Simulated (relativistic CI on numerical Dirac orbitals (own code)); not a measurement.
## V3+: K-alpha X-ray emission

Computed with this model: Dirac-Coulomb-Breit CI, orbitals from a KLI potential per configuration, model QED (radiative potential, 1s self-energy scaled to tabulated hydrogen-like ionisation energies), multiplet model of X-ray emission after core ionisation, unscaled Slater integrals; configurations [Ar] 3d2 → 1s 2s2 2p6 3s2 3p6 3d2 → [He] 2s2 2p5 3s2 3p6 3d2; 300 K; Lorentzian 1.8 eV and Gaussian 0.6 eV FWHM. Energies are those of the free ion, without screening or charge transfer. S is read from ⟨S²⟩ = S(S + 1).

Field parameters in Wybourne normalisation: D3d B²₀ = −7Dσ, B⁴₀ = −14Dq − 21Dτ, B⁴₃ = −14√(10/7) Dq; D4h B²₀ = −7Ds, B⁴₀ = 21(Dq − Dt), B⁴₄ = 21√(5/14) Dq; Td as Oh with Dq negative (B⁴₀ = 21Dq, B⁴₄ = √(5/14) B⁴₀). The field is a parameter set, without covalency.

Computed curve for free ion, scaled to 100 at the maximum (points under 2 are left out and the grid is thinned):

```
Energy (eV)  Intensity
     4935.0        2.0
     4935.6        2.5
     4936.2        3.1
     4936.8        4.2
     4937.4        6.2
     4938.0        9.8
     4938.6       14.7
     4939.2       16.7
     4939.8       15.0
     4940.4       15.3
     4941.2       22.0
     4941.8       30.1
     4942.4       37.7
     4943.0       38.1
     4943.6       30.6
     4944.2       22.9
     4944.8       19.9
     4945.4       21.3
     4946.0       22.3
     4946.6       22.7
     4947.2       24.2
     4947.8       29.1
     4948.4       36.4
     4949.0       50.4
     4949.6       75.2
     4950.2       97.6
     4950.8       97.0
     4951.4       83.5
     4952.0       59.7
     4952.6       35.1
     4953.4       17.8
     4954.0       11.9
     4954.6        8.5
     4955.2        6.4
     4955.8        5.0
     4956.4        4.1
     4957.0        3.4
     4957.6        2.8
     4958.2        2.4
     4958.8        2.1
```

The ground state has S = 1.00, and the centroid lies at 4947.82 eV.
